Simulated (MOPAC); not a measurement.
MOPAC input (PM6):

```
PM6 FORCE THERMO(298,298) PRECISE LET UHF MS=0.5 GEO-OK AUX(PRECISION=9) THREADS=1
C3H9Ge

C     1.71596994 1   -0.20065332 1   -0.66739768 1
Ge    0.09610523 1    0.03521648 1    0.27407679 1
C    -0.84914381 1    1.57001583 1   -0.45720862 1
C    -1.01062942 1   -1.54849113 1    0.04858391 1
H     2.24444313 1    0.62079502 1   -1.10069989 1
H     2.15368054 1   -1.16488178 1   -0.81045352 1
H     0.39014727 1    0.25787397 1    1.74149501 1
H    -1.05498090 1    1.43827923 1   -1.52345092 1
H    -1.80985758 1    1.72548259 1    0.04020773 1
H    -0.26815339 1    2.48963781 1   -0.35083742 1
H    -0.51226349 1   -2.44549590 1    0.42490840 1
H    -1.96310091 1   -1.45264534 1    0.57597717 1
H    -1.24153387 1   -1.72448975 1   -1.00607010 1
```

Output:

```
 *******************************************************************************
 **                                                                           **
 **                              MOPAC v23.2.5                                **
 **                                                                           **
 *******************************************************************************
 ** MOPAC's Digital Object Identifier: https://doi.org/10.5281/zenodo.6511958 **
 **                                                                           **
 ** Please cite the open-source release paper for use of this MOPAC version:  **
 ** J. E. Moussa and J. J. P. Stewart (2026)                                  **
 ** MOPAC: An open-source semiempirical molecular orbital program             **
 ** J. Open Source Softw., 11(119), 8025, https://doi.org/10.21105/joss.08025 **
 *******************************************************************************

                              PM6 CALCULATION RESULTS

 *******************************************************************************
 *  PM6        - The PM6 Hamiltonian to be used
 *  GEO-OK     - OVERRIDE INTERATOMIC DISTANCE AND OTHER SAFETY CHECKS
 *  UHF        - UNRESTRICTED HARTREE-FOCK CALCULATION
 *  MS=        - IN MECI, MAGNETIC COMPONENT OF SPIN =  0.5
 *  LET        - OVERRIDE SOME SAFETY CHECKS
 *  PRECISE    - TIGHTER CRITERIA TO BE USED
 *  FORCE      - FORCE CALCULATION SPECIFIED
 *  AUX        - OUTPUT AUXILIARY INFORMATION
 *  THERMO     - THERMODYNAMIC QUANTITIES TO BE CALCULATED
 *******************************************************************************
PM6 FORCE THERMO(298,298) PRECISE LET UHF MS=0.5 GEO-OK AUX(PRECISION=9) THREADS=1
 C3H9Ge

   ATOM   CHEMICAL          X               Y               Z
  NUMBER   SYMBOL      (ANGSTROMS)     (ANGSTROMS)     (ANGSTROMS)

     1       C          1.71596994  *  -0.20065332  *  -0.66739768  *
     2      Ge          0.09610523  *   0.03521648  *   0.27407679  *
     3       C         -0.84914381  *   1.57001583  *  -0.45720862  *
     4       C         -1.01062942  *  -1.54849113  *   0.04858391  *
     5       H          2.24444313  *   0.62079502  *  -1.10069989  *
     6       H          2.15368054  *  -1.16488178  *  -0.81045352  *
     7       H          0.39014727  *   0.25787397  *   1.74149501  *
     8       H         -1.05498090  *   1.43827923  *  -1.52345092  *
     9       H         -1.80985758  *   1.72548259  *   0.04020773  *
    10       H         -0.26815339  *   2.48963781  *  -0.35083742  *
    11       H         -0.51226349  *  -2.44549590  *   0.42490840  *
    12       H         -1.96310091  *  -1.45264534  *   0.57597717  *
    13       H         -1.24153387  *  -1.72448975  *  -1.00607010  *

          CARTESIAN COORDINATES

    NO.       ATOM           X           Y           Z

     1         C          1.7160     -0.2007     -0.6674
     2        Ge          0.0961      0.0352      0.2741
     3         C         -0.8491      1.5700     -0.4572
     4         C         -1.0106     -1.5485      0.0486
     5         H          2.2444      0.6208     -1.1007
     6         H          2.1537     -1.1649     -0.8105
     7         H          0.3901      0.2579      1.7415
     8         H         -1.0550      1.4383     -1.5235
     9         H         -1.8099      1.7255      0.0402
    10         H         -0.2682      2.4896     -0.3508
[...]
 TRANSITION DIPOLE   0.8040         C  4 -- H 11         +29.1% ( 55.6%)     99.1%
 TRAVEL (Ang.)       0.3144         C  3 -- H  9         +18.8% ( 44.7%)     95.4%
 REDUCED MASS        0.2529         C  4 -- H 12         +18.8% ( 44.6%)     94.1%
 EFFECTIVE MASS      1.4800
 FORCE CONSTANT      1.0845

 VIBRATION         30   14A"          ATOM PAIR      ENERGY CONTRIBUTION    RADIAL
 FREQUENCY          2730.01         C  1 -- H  5         +49.4% ( 72.5%)     97.9%
 TRANSITION DIPOLE   0.6496         C  1 -- H  6         +49.4% ( 72.5%)     97.8%
 TRAVEL (Ang.)       0.2170         C  1 -- Ge 2          +1.0% ( 10.6%)      0.0%
 REDUCED MASS        0.5244
 EFFECTIVE MASS      1.5590
 FORCE CONSTANT      2.3026

 VIBRATION         31   17A'          ATOM PAIR      ENERGY CONTRIBUTION    RADIAL
 FREQUENCY          2771.73         C  1 -- H  5         +49.1% ( 68.6%)     97.0%
 TRANSITION DIPOLE   0.5689         C  1 -- H  6         +49.1% ( 68.6%)     97.2%
 TRAVEL (Ang.)       0.2278         C  1 -- Ge 2          +0.4% (  5.9%)    100.0%
 REDUCED MASS        0.4688         C  4 -- H 13          +0.3% (  5.3%)     97.9%
 EFFECTIVE MASS      1.2025
 FORCE CONSTANT      2.1218

 VIBRATION         32   15A"          ATOM PAIR      ENERGY CONTRIBUTION    RADIAL
 FREQUENCY          2783.96         C  4 -- H 13         +17.4% ( 40.2%)     96.6%
 TRANSITION DIPOLE   0.7091         C  3 -- H  8         +17.1% ( 39.8%)     96.6%
 TRAVEL (Ang.)       0.3846         C  4 -- H 11         +16.7% ( 39.4%)     96.1%
 REDUCED MASS        0.1637         C  3 -- H 10         +16.4% ( 39.0%)     96.3%
 EFFECTIVE MASS      1.1263         C  4 -- H 12         +16.2% ( 38.7%)     96.3%
 FORCE CONSTANT      0.7475         C  3 -- H  9         +15.9% ( 38.4%)     96.2%

 VIBRATION         33   18A'          ATOM PAIR      ENERGY CONTRIBUTION    RADIAL
 FREQUENCY          2787.16         C  3 -- H  8         +17.2% ( 39.9%)     96.4%
 TRANSITION DIPOLE   0.4584         C  4 -- H 13         +16.9% ( 39.6%)     96.4%
 TRAVEL (Ang.)       0.3905         C  3 -- H 10         +16.2% ( 38.8%)     96.1%
 REDUCED MASS        0.1586         C  3 -- H  9         +16.0% ( 38.5%)     95.9%
 EFFECTIVE MASS      1.1345         C  4 -- H 11         +16.0% ( 38.4%)     95.9%
 FORCE CONSTANT      0.7260         C  4 -- H 12         +15.7% ( 38.2%)     96.1%

      SYMMETRY NUMBER FOR POINT-GROUP Cs  =  1

          SYSTEM IS A GROUND STATE

 C3H9Ge

          MOLECULE IS NOT LINEAR

          THERE ARE 33 GENUINE VIBRATIONS IN THIS SYSTEM
          THIS THERMODYNAMICS CALCULATION IS LIMITED TO
          MOLECULES WHICH HAVE NO INTERNAL ROTATIONS

                    CALCULATED THERMODYNAMIC PROPERTIES
                                          *
   TEMP. (K)   PARTITION FUNCTION   H.O.F.    ENTHALPY  HEAT CAPACITY ENTROPY
                                   KCAL/MOL   CAL/MOLE    CAL/K/MOL  CAL/K/MOL

 298.00  VIB.     0.5095D+03                  3378.3302    20.9581    23.7240
         ROT.     0.9815D+05                   888.2803     2.9808    25.8222
         INT.     0.5001D+08                  4266.6105    23.9389    49.5461
         TRA.     0.1234D+28                  1480.4672     4.9680    40.2014
         TOT.                       24.528    5747.0777    28.9069    89.7475

   *: NOTE: HEATS OF FORMATION ARE RELATIVE TO THE
            ELEMENTS IN THEIR STANDARD STATE AT 298K
              (=  Standard Enthalpy of Formation).

            Hvib:  Zero-point energy is not included.
                   frequencies of less than zero cm-1 are not included.
            Hrot = (3/2)RT
            Htra = (3/2)RT + pV = (5/2)RT

            Heat capacity is Cp, not Cv

          For more information, see: HTTP://OpenMOPAC.net/Manual/thermochemistry.html

           FORCE CONSTANT IN CARTESIAN COORDINATES (Millidynes/A)

    ATOM   CHEMICAL       X               Y               Z
   NUMBER   SYMBOL  FORCE CONSTANT  FORCE CONSTANT  FORCE CONSTANT

      1       C        5.527818        4.767416        2.463025
      2      Ge        4.623221        4.356243        4.481958
      3       C        5.804980        5.012732        5.881693
      4       C        5.801908        5.711677        5.185819
      5       H        1.641996        2.386970        0.915815
      6       H        1.623155        2.376212        0.945416
      7       H        0.573479        0.917323        2.160947
      8       H        0.949520        1.491216        2.805406
      9       H        4.124038        0.589497        0.521716
     10       H        0.856492        1.464288        2.915763
     11       H        0.846159        3.818073        0.572312
     12       H        4.125074        0.536188        0.573989
     13       H        0.949317        1.279916        3.016908

 **********************
 *                    *
 * JOB ENDED NORMALLY *
 *                    *
 **********************

 == MOPAC DONE ==
```
